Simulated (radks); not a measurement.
Problem. Radial electron density D(r) = 4 pi r^2 rho(r) of an atom or ion with 57 electrons. Calculated with a radial shooting solver on a logarithmic mesh with Libxc functionals: Dirac Kohn-Sham, PBE, spin-unpolarised, spherical densities, finite nucleus; Fermi nuclear charge, rms radius of each element as measured or else 0.836 A^(1/3) + 0.57 fm.

r (bohr),D(r) (e/bohr)
0.001611,7.957
0.001845,9.852
0.002114,12.14
0.002442,15.08
0.002797,18.38
0.003205,22.28
0.003672,26.79
0.004207,31.96
0.004819,37.75
0.005566,44.50
0.006377,51.32
0.007306,58.34
0.00837,65.27
0.009589,71.72
0.01107,77.52
0.01269,81.56
0.01454,83.82
0.01665,84.12
0.01908,82.59
0.02204,79.59
0.02525,76.46
0.02892,74.36
0.03314,74.62
0.03796,78.15
0.04384,85.46
0.05023,94.43
0.05755,103.0
0.06593,108.2
0.07554,107.8
0.08654,101.8
0.09995,91.86
0.1145,83.86
0.1312,81.36
0.1503,85.35
0.1722,92.30
0.1989,95.58
0.2278,89.20
0.261,73.62
0.2991,54.98
0.3426,41.43
0.3957,37.46
0.4533,40.84
0.5194,44.24
0.595,42.34
0.6817,34.85
0.7873,24.89
0.902,17.51
1.033,13.34
1.184,11.22
1.356,9.448
1.554,7.175
1.795,4.496
2.056,2.378
2.356,1.024
2.699,0.3525
3.092,0.09404
3.571,0.01686
4.091,0.002364
4.687,0.0002280

What is the nuclear charge?

Solution. Z = 62. The innermost maximum, from 1s, lies near gamma/Z bohr with gamma = sqrt(1 - (Z/c)^2) = 0.892, here 0.0144 bohr (found: 0.0159), and its height grows with Z. The density is that of the samarium ion Sm5+ in [Xe] 4f3; the configuration itself is not fixed sharply by these data, and Z only to a few units. D(r) has 4 maxima, at r = 0.0159, 0.0703, 0.196, 0.536 bohr, and minima at 0.0306, 0.129, 0.389 bohr, inside which lie 2.01, 11.20, 29.15 electrons.
